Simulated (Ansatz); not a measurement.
ReS2: single points at one geometry.

```yaml
crystal:
  periodic: [false, false, false]
  atoms:
    - {symbol: Re, position_ang: [-0.698006, 0.181282, 0.016998]}
    - {symbol: S, position_ang: [-0.095252, -1.770608, -0.334534]}
    - {symbol: S, position_ang: [0.793258, 1.589325, 0.317526]}
basis:
  gaussian: {orbitals: def2-TZVPD, initial_orbitals: start.molden}
magnetization: {spin_polarized: true, initial_magnetization: 1}
hamiltonian: {xc: r2scan, dispersion: d4}
scf: {omitted_lower_state_checks: [starts]}
output: {orbitals: {seedname: orbitals}}
```

The file start.molden holds the orbitals of an earlier run on this structure, at another level or in another basis.

```sh
$ ansatz run in.yaml --threads 2 --pin off --events-out ev --progress --plain --max-ram 4352MiB
```

Output, abridged:

```
Functional definition: r2SCAN
953 factors; their error is unknown
mean field evaluation 1: about -23801.9669 eV, gradient 6.1e0 eV
mean field evaluation 2: about -23802.0322 eV, gradient 1.4e-1 eV
mean field evaluation 4: about -23802.0195 eV, gradient 2.5e-2 eV
mean field evaluation 8: about -23802.0196 eV, gradient 1.5e-5 eV
mean field evaluation 16: about -23802.0196 eV, gradient 3.8e-6 eV
mean field -23802.01956682 eV, -874.7080854924 hartree, gradient 3.8e-6 eV, S^2 1.544864; 0 other end points of the search recorded, 0 dependent functions left out
reference -23802.01959051 eV, -874.7080863630 hartree; 24, 23 occupied and 111, 112 virtual orbitals, 953 factors
Total energy: -23802.04184334 eV, -874.7089041394 hartree
Checks for a lower state left out: starts
```

It took 13 s on 2 threads of AMD EPYC 9R14 on a shared host.

First input, but with `gaussian: {orbitals: def2-TZVP, initial_orbitals: start.molden}` (abridged; 12 s):

```
Functional definition: r2SCAN
mean field evaluation 16: about -23802.0021 eV, gradient 3.5e-6 eV
mean field -23802.00209377 eV, -874.7074433697 hartree, gradient 3.4e-6 eV, S^2 1.543619
Total energy: -23802.02435922 eV, -874.7082616096 hartree
Checks for a lower state left out: starts
```

First input, but with `gaussian: {orbitals: def2-TZVPP, initial_orbitals: start.molden}`, `correlation: {method: ccsd_t}`, `scf: {omitted_lower_state_checks: [starts, cluster_reference]}` and without the key `hamiltonian` (abridged; 38 s):

```
Functional definition: HF
mean field -23745.06151726 eV, -872.6149157787 hartree, gradient 5.3e-6 eV, S^2 2.065433
10 core orbitals not correlated: weight in the atoms' cores, before any rotation towards them, 1.000 or more for the frozen orbitals, at most 0.000 for the correlated occupied ones
second order -22.20128633 eV of doubles, -0.00000000 eV of singles
cycle   1  -20.49599757 eV  change     1.7e0 eV  update   2.4e-1
cycle   2  -21.59825320 eV  change    -1.1e0 eV  update   1.2e-1
cycle   3  -21.91874899 eV  change   -3.2e-1 eV  update   6.5e-2
cycle   4  -22.01770399 eV  change   -9.9e-2 eV  update   4.0e-2
cycle   5  -22.03758033 eV  change   -2.0e-2 eV  update   2.3e-2
cycle   6  -22.07491837 eV  change   -3.7e-2 eV  update   1.4e-2
cycle   7  -22.08337281 eV  change   -8.5e-3 eV  update   1.1e-2
cycle   8  -22.09831154 eV  change   -1.5e-2 eV  update   9.3e-3
cycle   9  -22.10892778 eV  change   -1.1e-2 eV  update   8.2e-3
cycle  10  -22.10275945 eV  change    6.2e-3 eV  update   6.3e-3
[...]
cycle  19  -22.12432759 eV  change    4.1e-4 eV  update   4.7e-4
cycle  20  -22.12374267 eV  change    5.8e-4 eV  update   3.2e-4
cycle  21  -22.12343495 eV  change    3.1e-4 eV  update   2.0e-4
cycle  22  -22.12348737 eV  change   -5.2e-5 eV  update   1.4e-4
cycle  23  -22.12363275 eV  change   -1.5e-4 eV  update   1.0e-4
cycle  24  -22.12369265 eV  change   -6.0e-5 eV  update   7.2e-5
cycle  25  -22.12370391 eV  change   -1.1e-5 eV  update   5.3e-5
cycle  26  -22.12368904 eV  change    1.5e-5 eV  update   3.4e-5
cycle  27  -22.12367283 eV  change    1.6e-5 eV  update   2.3e-5
perturbative correction -1.54394483 eV, -0.0567389259 hartree
WARN: the results are in doubt because among natural orbitals the method converges to other amplitudes
Total energy: -23768.72913492 eV, -873.4846846850 hartree
In doubt: among natural orbitals the method converges to other amplitudes
Checks for a lower state left out: starts, cluster_reference
```

The first input with `gaussian: {orbitals: def2-TZVP, initial_orbitals: start.molden}`, `hamiltonian: {xc: {name: CAM-B3LYP}, dispersion: d4}` (abridged; 9 s):

```
Functional definition: CAM-B3LYP
mean field -23800.74415369 eV, -874.6612149245 hartree, gradient 9.2e-6 eV, S^2 1.463738
Total energy: -23800.85127702 eV, -874.6651516340 hartree
Checks for a lower state left out: starts
```

First input, but with `gaussian: {orbitals: def2-TZVP, initial_orbitals: start.molden}`, `hamiltonian: {xc: {name: LC-wPBE}}` (abridged; 8.5 s):

```
Functional definition: LC-wPBE
mean field -23795.25003776 eV, -874.4593098878 hartree, gradient 5.4e-6 eV, S^2 1.581196
Total energy: -23795.25003776 eV, -874.4593098880 hartree
Checks for a lower state left out: starts
```

First input, but with `gaussian: {orbitals: def2-TZVP, initial_orbitals: start.molden}`, `hamiltonian: {xc: hse06, dispersion: d4}` (abridged; 7.5 s):

```
Functional definition: HSE06
mean field -23793.79122567 eV, -874.4056995325 hartree, gradient 4.0e-6 eV, S^2 1.491145
Total energy: -23793.88829018 eV, -874.4092665875 hartree
Checks for a lower state left out: starts
```

First input, but with `gaussian: {orbitals: def2-TZVP, initial_orbitals: start.molden}`, `hamiltonian: {xc: {name: LC-wPBE, parameters: {omega: 0.15/bohr}}}` (abridged; 7 s):

```
Functional definition: LC-wPBE
mean field -23796.02428944 eV, -874.4877631124 hartree, gradient 2.0e-6 eV, S^2 1.403132
Total energy: -23796.02428948 eV, -874.4877631138 hartree
Checks for a lower state left out: starts
```

Geometry: PBE0-D4/def2-TZVP.

In the def2 sets Re takes a core potential; there is no spin–orbit coupling. LC-ωPBE has ω = 0.4 bohr⁻¹. HSE06 is defined as in plane-wave codes, on full-range PBE exchange. Correlated methods freeze 10 core orbitals; core or outer-core shells of Re are correlated, in sets that lack core-valence functions. At r2SCAN-D4/def2-TZVPD, r2SCAN-D4/def2-TZVP, CCSD(T)/def2-TZVPP, CAM-B3LYP-D4/def2-TZVP and others the charge 0 doublet is spin-contaminated (final ⟨S²⟩ up to 2.07, 0.75 for a pure state). At CCSD(T)/def2-TZVPP the program marks the result for the charge 0 doublet as doubtful (other amplitudes). At CCSD(T)/def2-TZVPP T1 of the charge 0 doublet is large (up to 0.073), so the single-reference result is doubtful. At PBE0-D4/def2-TZVP a quartet of charge 0 lies 0.46 eV below the doublet, each at its own geometry. The structure comes from a short search, and lower isomers may exist.
